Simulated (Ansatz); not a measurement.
Method: Ansatz (a quantum-chemistry and plane-wave program) with frozen-core CCSD(T)/cc-pVTZ // B3LYP-D3(BJ)/def2-TZVP.

Ansatz 0.2 input:
```yaml
crystal:
  periodic: [false, false, false]
  atoms:
    - { symbol: C, position_ang: [-1.291069, 1.50334, 0.074608] }
    - { symbol: Ga, position_ang: [-0.005724, -0.013077, 0.00556] }
    - { symbol: C, position_ang: [1.946009, 0.364268, 0.071312] }
    - { symbol: C, position_ang: [-0.661643, -1.884284, -0.139291] }
    - { symbol: H, position_ang: [-2.323572, 1.172195, 0.185701] }
    - { symbol: H, position_ang: [-1.04735, 2.176405, 0.899661] }
    - { symbol: H, position_ang: [-1.217196, 2.089635, -0.845396] }
    - { symbol: H, position_ang: [2.256682, 0.45875, 1.116197] }
    - { symbol: H, position_ang: [2.533912, -0.438206, -0.375565] }
    - { symbol: H, position_ang: [2.191346, 1.304511, -0.42494] }
    - { symbol: H, position_ang: [-0.866882, -2.11004, -1.190076] }
    - { symbol: H, position_ang: [0.075064, -2.60599, 0.2151] }
    - { symbol: H, position_ang: [-1.593614, -2.026697, 0.409878] }
basis:
  gaussian: { orbitals: cc-pVTZ }
correlation:
  method: ccsd_t
```

Output:

```
Functional definition: HF
1459 factors; integrals over basis functions are off by at most 1.1e-3 eV
mean field evaluation 1: about -55566.2684 eV, gradient 4.0e1 eV
mean field evaluation 2: about -55566.3397 eV, gradient 4.0e1 eV
mean field evaluation 4: about -55570.3538 eV, gradient 3.2e0 eV
mean field evaluation 8: about -55570.3980 eV, gradient 1.9e-1 eV
mean field evaluation 16: about -55569.6470 eV, gradient 1.6e1 eV
mean field -55570.39821036 eV, -2042.1744672619 hartree, gradient 1.8e-6 eV, S^2 0.000000; 0 other end points of the search recorded, 0 dependent functions left out
12 core orbitals not correlated
reference -55570.39821036 eV, -2042.1744672619 hartree; 17, 17 occupied and 230, 230 virtual orbitals, 1459 factors
second order -19.39912774 eV of doubles, -0.00000000 eV of singles
cycle   1  -20.02127048 eV  change   -6.2e-1 eV  update   9.6e-2
cycle   2  -20.54843822 eV  change   -5.3e-1 eV  update   2.7e-2
cycle   3  -20.63679730 eV  change   -8.8e-2 eV  update   1.2e-2
cycle   4  -20.63647833 eV  change    3.2e-4 eV  update   2.6e-3
cycle   5  -20.63613794 eV  change    3.4e-4 eV  update   8.8e-4
cycle   6  -20.63596887 eV  change    1.7e-4 eV  update   2.3e-4
cycle   7  -20.63592392 eV  change    4.5e-5 eV  update   6.5e-5
cycle   8  -20.63593843 eV  change   -1.5e-5 eV  update   2.1e-5
perturbative correction -0.85266691 eV, -0.0313349310 hartree
Total energy: -55591.88681570 eV, -2042.9641589427 hartree
```

Cost: around 6 core-minutes (rough).
